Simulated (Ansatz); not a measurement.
`[PH2][SnH2][SH]` and `[PH2][GeH2][SH]` differ in one element.

Ansatz, PBE0-D4/def2-TZVP geometries, multiplicity 1. Each molecule was computed in one conformer, which needn't be the lowest.

Elements past krypton have def2 core potentials. Scalar relativity is left out up to krypton.

| property | `[PH2][SnH2][SH]` |
| --- | --- |
| LUMO energy (PBE0/def2-TZVPP) / eV | -0.73 |
| HOMO–LUMO gap (B3LYP/def2-TZVPP) / eV | 5.96 |
| HOMO–LUMO gap (PBE/def2-TZVPP) / eV | 4.41 |
| LUMO energy (B3LYP/def2-TZVPP) / eV | -1.01 |
| HOMO–LUMO gap (ωB97M-V/def2-TZVPP) / eV | 10.39 |
| LUMO energy (PBE/def2-TZVPP) / eV | -1.61 |

(1) What does the change do to each property? (Best estimate.)

## Answers

(1) Computed: 
```csv
property,`[PH2][GeH2][SH]`,shift
LUMO energy (PBE0/def2-TZVPP) / eV,-0.55,0.18
HOMO–LUMO gap (B3LYP/def2-TZVPP) / eV,6.05,0.09
HOMO–LUMO gap (PBE/def2-TZVPP) / eV,4.52,0.11
LUMO energy (B3LYP/def2-TZVPP) / eV,-0.80,0.21
HOMO–LUMO gap (ωB97M-V/def2-TZVPP) / eV,10.47,0.08
LUMO energy (PBE/def2-TZVPP) / eV,-1.42,0.19
```

With PBE0 the HOMO rises by 0.12 eV and the LUMO rises by 0.18 eV, so the gap widens by about 0.06 eV. PBE moves the HOMO by 0.08 eV and ωB97M-V by 0.19 eV.

B3LYP here is the variant with VWN-RPA as its local correlation; programs differ in this.
